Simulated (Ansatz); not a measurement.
CH7NSeSi can be A, `NC([SiH3])[SeH]`, or B, `C[Se][SiH2]N`.

Computed with Ansatz on PBE0-D4/def2-TZVP structures; ΔE is electronic, products minus reactants. CCSD(T)/CBS adds triple-zeta CCSD(T) − MP2 to the extrapolated MP2 energy (def2 sets, frozen cores). Functionals use def2-TZVPP. B3LYP here is the variant with VWN-RPA as its local correlation; programs differ in this. For Se outer-core shells are correlated without core-valence functions, which leaves a few kJ/mol of doubt a bond. Scalar relativity is left out up to krypton. One conformer a species, not always the lowest.

Which is lower in electronic energy at CCSD(T)/CBS, and by how much? (Best estimate.)

The calculation gave: B, by 49.8 kcal/mol.

Give E(B) − E(A) in kcal/mol with CCSD(T)/def2-TZVPP, CCSD/def2-TZVPP, MP2/def2-TZVPP, r2SCAN-D4, B3LYP-D4, B3LYP, PBE0-D4. (Estimate.)

Ansatz gave: CCSD(T)/def2-TZVPP -48.3, CCSD/def2-TZVPP -48.9, MP2/def2-TZVPP -50.5, r2SCAN-D4 -50.0, B3LYP-D4 -48.7, B3LYP -49.4, PBE0-D4 -48.8. None reverses the order clearly.

Largest T1 diagnostic: 0.010.

In def2-TZVPP, CCSD(T) changes the Hartree–Fock value by +4.0 kcal/mol (the triples alone add +0.6 kcal/mol) and MP2 by +1.7 kcal/mol. From PBE to PBE0 (25 % exact exchange), in def2-TZVPP and without D4, E(B) − E(A) moves by −1.7 kcal/mol.
